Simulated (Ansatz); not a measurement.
Ansatz results at the PBE0-D4/def2-TZVP geometry: HOMO energy (PBE0/def2-TZVPP) -7.64 eV; LUMO energy (B3LYP/def2-TZVPP) -0.90 eV; LUMO energy (ωB97M-V/def2-TZVPP) 1.35 eV.

Each molecule was computed in one conformer, which needn't be the lowest.

(1) Which molecule gave them?
A. `N[SiH2][GeH2][NH2]`
B. `C=C[SiH](O)[GeH2][OH]`
C. `C=C[SiH](O)S[SiH2]O`
D. `CN([SiH3])[SiH2]F`

Answers

(1) C. The others give `C=C[SiH](O)[GeH2][OH]`: -7.83, -1.03, 1.04; `N[SiH2][GeH2][NH2]`: -6.70, -0.30, 1.52; `CN([SiH3])[SiH2]F`: -7.59, 0.01, 1.87.

B3LYP here is the variant with VWN-RPA as its local correlation; programs differ in this.
